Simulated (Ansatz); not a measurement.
`CB(N)P` + `O[AsH2]` → `PO[AsH2]` + `CBN`  (cleavage of the P–B bond)

Calculated with Ansatz (gas phase, PBE0-D4/def2-TZVP geometries, no zero-point term in ΔE). CCSD(T)/CBS is the MP2 limit (def2-TZVPP, def2-QZVPP) plus CCSD(T) − MP2 in def2-TZVPP, frozen cores. Functionals use def2-TZVPP. B3LYP here is the variant with VWN-RPA as its local correlation; programs differ in this. For As outer-core shells are correlated without core-valence functions, which leaves a few kJ/mol of doubt a bond. Scalar relativity is left out up to krypton. Each species was taken in one conformer, which may not be the lowest.

(1) Is it downhill or uphill in electronic energy at CCSD(T)/CBS, and by how much? (Estimate.)

(2) What do these levels give: PBE-D4, B3LYP-D4, BLYP, LC-ωPBE, HF/def2-SVP, HF/CBS(def2)? (Best estimate.)

(3) What do rigid-rotor, harmonic-oscillator terms from PBE0-D4/def2-TZVP frequencies (298.15 K, 1 bar) make of the CCSD(T)/CBS value? (An estimate is asked.)

Largest T1 diagnostic among the species: 0.013.

Results:

(1) Ansatz gave: Uphill: ΔE = +27.4 kJ/mol.

(2) The calculation gave: PBE-D4 36.9, B3LYP-D4 21.3, BLYP 18.2, LC-ωPBE 30.3, HF/def2-SVP 21.2, HF/CBS(def2) 5.0 kJ/mol.

(3) Ansatz gave: ΔZPE = -2.9 kJ/mol, ΔH = +24.3 kJ/mol, ΔS = 12 J/(mol·K), ΔG = +20.7 kJ/mol. Modes under 50 cm⁻¹ make the entropy rough.

Leaving LDA and LC-ωPBE aside and taking each functional with its dispersion term where it has one, the values, not all of them listed here, spread over 21.0 kJ/mol, from BHLYP-D4 to revPBE-D4. LDA lies +3.6 kJ/mol from PBE without D4. At CCSD(T), def2-SVP lies +9.3 kJ/mol from the extrapolated value and def2-TZVPP +1.1 kJ/mol. In def2-TZVPP, CCSD(T) changes the Hartree–Fock value by +20.8 kJ/mol (the triples alone add +2.6 kJ/mol) and MP2 by +21.1 kJ/mol.
